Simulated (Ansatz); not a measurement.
Species: sum formula H$_{3}$BPO$_{2}$ (charge -1, singlet). It need not be the lowest isomer of its formula. Whether it binds its extra electron was not tested at this geometry. 
Structure (B3LYP-D3(BJ)/def2-TZVP (Ansatz, a first-principles code) minimum search):
SMILES: OB([O-])P
```xyz
7

O     -1.1360     0.3408    -1.2969
B     -0.5868    -0.0459    -0.2096
O     -1.2130    -0.7008     0.9002
P      1.3489     0.3211     0.2482
H     -2.1424    -0.7735     0.6455
H      1.7268    -0.9075     0.8620
H      1.9086    -0.0266    -1.0092
```
Charge -1, spin multiplicity 1.

Basis-set convergence of Hartree-Fock and MP2 correlation energies (hartree) with Ansatz. Valence correlation only, unless marked. No spin-orbit coupling. Non-relativistic.

```csv
basis,functions,E(HF),"E(corr, MP2)"
aug-cc-pV(D+d)Z,128,-517.04363,-0.63392
aug-cc-pV(T+d)Z,262,-517.09971,-0.76963
aug-cc-pV(Q+d)Z,467,-517.11424,-0.81940
```

Extrapolating the two largest sets (X = 3 and 4) as X^-3: E(corr) = (64·(-0.81940) - 27·(-0.76963))/37 = -0.8557 Eh, an estimate of the basis-set limit. The largest set recovers 95.8 % of it, the smallest 74.1 %.
